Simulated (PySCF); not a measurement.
Spectra and structures to be paired. Method: TDDFT CAM-B3LYP/def2-SVPD, vertical, gas phase, core orbitals frozen in the response in PySCF 2.14.0, density-fitted response routines. Geometries: GFN2-xTB; one conformer of each isolated species. Triplets are in the Tamm–Dancoff approximation.

A. `[SiH3]C/C=N/[SiH2]P`
B. `P[Si@H]1CNC[SiH2]1`
C. `C=C[SiH2]O[SiH2][SiH2]F`

Lowest singlet levels (six at most, fewer where fewer were computed) with oscillator strengths:

1. 4.20 eV (f 0.001); 6.03 eV (f 0.114); 6.27 eV (f 0.038); 6.47 eV (f 0.074); 6.71 eV (f 0.017); 6.76 eV (f 0.395); T1 3.68 eV
2. 5.87 eV (f 0.026); 6.65 eV (f 0.003); 6.67 eV (f 0.002); 6.94 eV (f 0.014); 7.19 eV (f 0.041); 7.29 eV (f 0.187); T1 4.35 eV
3. 5.57 eV (f 0.014); 5.66 eV (f 0.025); 6.24 eV (f 0.037); 6.29 eV (f 0.110); 6.38 eV (f 0.133); 6.52 eV (f 0.001); T1 5.17 eV

**Question.** Which spectrum belongs to which structure?

**Answer.** 1 = A, 2 = C, 3 = B.
- A: S1 at 4.20 eV, HOMO→LUMO (87%); Löwdin shares by element: HOMO nitrogen 52%, carbon 12% or more, silicon 11% or more, hydrogen 7% or more (atoms not listed hold the other 18%); LUMO carbon 39%, nitrogen 25%, silicon 9% or more (atoms not listed hold the other 27%); HOMO -8.36 and LUMO 0.19 eV.
- B: S1 at 5.57 eV, HOMO→LUMO+1 (47%), HOMO→LUMO (36%); Löwdin shares by element: HOMO nitrogen 46%, carbon 22%, silicon 6% or more (atoms not listed hold the other 27%); LUMO silicon 39%, phosphorus 16%, carbon 9% or more (atoms not listed hold the other 36%); HOMO -7.79 and LUMO 0.85 eV.
- C: S1 at 5.87 eV, HOMO→LUMO (61%), HOMO-1→LUMO (31%); Löwdin shares by element: HOMO carbon 27%, oxygen 14%, silicon 12% or more (atoms not listed hold the other 48%); LUMO silicon 53% or more, hydrogen 14% or more (atoms not listed hold the other 33%); HOMO -9.43 and LUMO -0.20 eV.

Without π bonds the low states are Rydberg-like; a valence basis with one diffuse set may place them up to an eV too high.
